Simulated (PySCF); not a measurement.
CaH2O2, SMILES [OH][Ca][OH]. Atoms are numbered in the order given.

```xyz
5

Ca     0.0000     0.0000     0.0197
O      0.0000     2.0384    -0.0190
O      0.0000    -2.0384    -0.0190
H      0.0000     2.9931    -0.0455
H      0.0000    -2.9931    -0.0455
```
Charge 0, spin multiplicity 1.

The structure is a stationary point at B3LYP-D3(BJ)/def2-TZVP. The values are those of a single conformer.

Calculation: PySCF with PBE/def2-TZVPD.

Gas-phase values at a fixed geometry.

```yaml
total_energy: -829.03566 hartree
point_group: C2v
highest_occupied_level: -5.65 eV
lowest_empty_level: -1.86 eV
orbital_gap: 3.79 eV
dipole_moment: 0.17 D
quadrupole, principal values (traceless, Buckingham form, about the centre of nuclear charge): -8.56, 4.27, 4.29 D·Å
mean_static_polarisability: 42.5 bohr³ (6.29 Å³)
polarisability_principal_values: 36.1, 36.1, 55.2 bohr³
```
